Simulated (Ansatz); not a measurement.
The cluster Te3. Charge 0, multiplicity 3. Geometry PBE0-D4/def2-SVPD, that of the charge -1 doublet; atoms count from 1.

```tsv
atom	x (Å)	y (Å)	z (Å)
Te1	-0.006	0.037	-2.292
Te2	0.955	-0.103	2.082
Te3	-0.949	0.066	0.210
```

In the def2 sets Te takes a core potential; there is no spin–orbit coupling. At PBE0-D4/def2-TZVPD a singlet of charge 0 lies 0.13 eV below the triplet at the same geometry. The structure comes from a short search, and lower isomers may exist.

(1) Estimate the Mulliken populations from the PBE0/def2-TZVPD orbitals of Ansatz.

(2) Where does the spin sit?

(3) And the Mayer bond orders between heavy atoms (over 0.3)?

Results:

(1) 
```json
{"atom": "Te1", "charge (e)": "-0.06", "spin (α − β)": "0.89"}
{"atom": "Te2", "charge (e)": "-0.06", "spin (α − β)": "0.89"}
{"atom": "Te3", "charge (e)": "0.12", "spin (α − β)": "0.22"}
```
Mulliken values depend strongly on the basis. With diffuse functions, as here, like atoms can get unlike values, and bond orders can come out too low or too high.

(2) Summed by element: Te 2.00, of 2 unpaired in all. Largest on single atoms: Te2 0.89, Te1 0.89, Te3 0.22.

(3) Te1–Te3 1.19 (2.67 Å); Te2–Te3 1.19 (2.67 Å).
